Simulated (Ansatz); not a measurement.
Gas-phase electronic energies from Ansatz, PBE0-D4/def2-TZVP geometries. CCSD(T)/CBS is the MP2 limit (def2-TZVPP, def2-QZVPP) plus CCSD(T) − MP2 in def2-TZVPP, frozen cores. DFT in def2-TZVPP. B3LYP here is the variant with VWN-RPA as its local correlation; programs differ in this. One conformer a species, not always the lowest.

Consider the ligand exchange at the Si–O bond: `FC([SiH3])O[SiH3]` + `COB(O)F` → `COB(F)O[SiH3]` + `OC(F)[SiH3]`.

```json
{"level": "B3LYP-D4", "ΔE (kcal/mol)": "-1.5"}
{"level": "ωB97X-V", "ΔE (kcal/mol)": "-1.7"}
{"level": "B2PLYP", "ΔE (kcal/mol)": "-1.7"}
{"level": "HF/def2-QZVPP", "ΔE (kcal/mol)": "-2.8"}
```

**Question.** What does CCSD(T)/CBS give? (Estimate.)

**Answer.** Ansatz gave: -1.8 kcal/mol. The listed levels differ from it by 0.3, 0.1, 0.1, -1.0 kcal/mol.

Largest T1 diagnostic among the species: 0.012.

In def2-TZVPP, CCSD(T) changes the Hartree–Fock value by +1.1 kcal/mol (the triples alone add +0.2 kcal/mol) and MP2 by +1.4 kcal/mol.
